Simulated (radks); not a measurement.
Results of a calculation; reference values are marked as such.
Isoelectronic series with 43 electrons, each ion in its NIST ground configuration. Code: a radial shooting solver on a logarithmic mesh with Libxc functionals. Model: scalar-relativistic Kohn-Sham, LDA (Slater exchange, Perdew-Wang correlation), spin-polarised, spherical densities, finite nucleus; open shells are filled with parallel spins first (spin-orbit coupling, left out, can overturn this in heavy ions); Fermi nuclear charge, rms radius of each element as measured or else 0.836 A^(1/3) + 0.57 fm. Total energies (hartree) and orbital eigenvalues (eV):

ion,configuration,E (hartree),4d up,4p down,4p up
Tc,[Kr] 4d5 5s2,-4281.32907,-7.8642,-43.3246,-46.4326
Ru+,[Kr] 4d7,-4525.97241,-13.5247,-52.9333,-54.7694
Rh2+,[Kr] 4d7,-4778.45878,-26.8328,-70.1936,-72.2586
Pd3+,[Kr] 4d7,-5038.70491,-42.8155,-90.2522,-92.5282
Ag4+,[Kr] 4d7,-5306.72252,-61.1600,-112.7448,-115.2167
Cd5+,[Kr] 4d7,-5582.52840,-81.6889,-137.4731,-140.1294
In6+,[Kr] 4d7,-5866.15431,-104.2914,-164.3184,-167.1504
Sn7+,[Kr] 4d7,-6157.62708,-128.8930,-193.2043,-196.2051
Sb8+,[Kr] 4d7,-6456.98359,-155.4413,-224.0790,-227.2431
Te9+,[Kr] 4d7,-6764.25849,-183.8975,-256.9059,-260.2291
I10+,[Kr] 4d7,-7079.49923,-214.2324,-291.6587,-295.1374
Xe11+,[Kr] 4d7,-7402.74199,-246.4231,-328.3179,-331.9492
Cs12+,[Kr] 4d7,-7734.0361,-280.4518,-366.8693,-370.6507
Ba13+,[Kr] 4d7,-8073.4255,-316.3039,-407.3021,-411.2316
La14+,[Kr] 4d7,-8420.9633,-353.9677,-449.6087,-453.6845
Ce15+,[Kr] 4d7,-8776.6985,-393.4337,-493.7835,-498.0041
Pr16+,[Kr] 4d7,-9140.6865,-434.6940,-539.8227,-544.1869
Nd17+,[Kr] 4d7,-9512.9811,-477.7422,-587.7241,-592.2308
Pm18+,[Kr] 4d7,-9893.6349,-522.5730,-637.4866,-642.1348
